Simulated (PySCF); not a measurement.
**Relaxation of doublet SeCl3**

Computed with UB3LYP in PySCF with Se def2-SVP, Cl def2-SVP; no relativity; density-fitted integrals. A (50,194) grid was used.

A hand-made T-shaped start, of C2v symmetry, held to at least that symmetry:

```xyz
4
charge 0 multiplicity 2, angstrom
Se    0.0000    0.0000   -0.4352
Cl    0.0000    0.0000    1.7148
Cl    2.1487    0.0000   -0.3602
Cl   -2.1487    0.0000   -0.3602
```

(1) What forces act on the atoms at the start (eV/Å)?

(2) What does it relax to?

(3) How much energy is released, and in how many steps?

Results:

(1) 
| atom | Fx | Fy | Fz |
| --- | --- | --- | --- |
| Se1 | 0.00 | 0.00 | -0.77 |
| Cl2 | 0.00 | 0.00 | 1.33 |
| Cl3 | 3.22 | 0.00 | -0.28 |
| Cl4 | -3.22 | 0.00 | -0.28 |

(2) It ends at C2v with Se–Cl 2.187 Å, Se–Cl 2.349 Å (×2); Cl–Se–Cl 94.6° (×2), Cl–Se–Cl 170.8°. A frequency run shows 1 imaginary mode, down to 109i cm⁻¹, so it is a saddle point. Other isomers or separated fragments may lie lower.

(3) 62.6 kJ/mol in 7 steps.

The relaxation took 58 s on 2 threads of a shared Intel Xeon @ 2.70GHz host, with 86 basis functions and 8 gradients; the process peaked at 0.61 GiB.
